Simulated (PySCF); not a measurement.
**Working out the excitation energy of B⁺**

B⁺ [He] 2s2 (1S) → B⁺ [He] 2p2 (3P). Calculation: PySCF 2.14, in x2c-TZVPPall; scalar relativity by spin-free X2C-1e. Frozen: 1s2. Energies in hartree (1 hartree = 27.21139 eV):

```json
{"part": "UHF", "B⁺ (lower)": "-24.243658", "B⁺ (upper)": "-23.841043"}
{"part": "CCSD correlation", "B⁺ (lower)": "-0.059444", "B⁺ (upper)": "-0.008940"}
{"part": "(T)", "B⁺ (lower)": "0.000000", "B⁺ (upper)": "0.000000"}
```

What does Hartree-Fock give?

(-23.841043) − (-24.243658) = 0.402615 hartree = 10.956 eV.

What do CCSD and CCSD(T) give?

The CCSD correlation energies differ by 0.050504 hartree = 1.374 eV and the triples by 0.000000 hartree = 0.000 eV, so CCSD gives 12.330 eV and CCSD(T) 12.330 eV.

Measured between the centres of the two terms (NIST): 12.265 eV, so CCSD(T) (valence) is off by 0.065 eV.

The coupled-cluster amplitudes are large, so a single reference is strained.

What remains against the reference includes basis incompleteness, the frozen core and higher excitations.
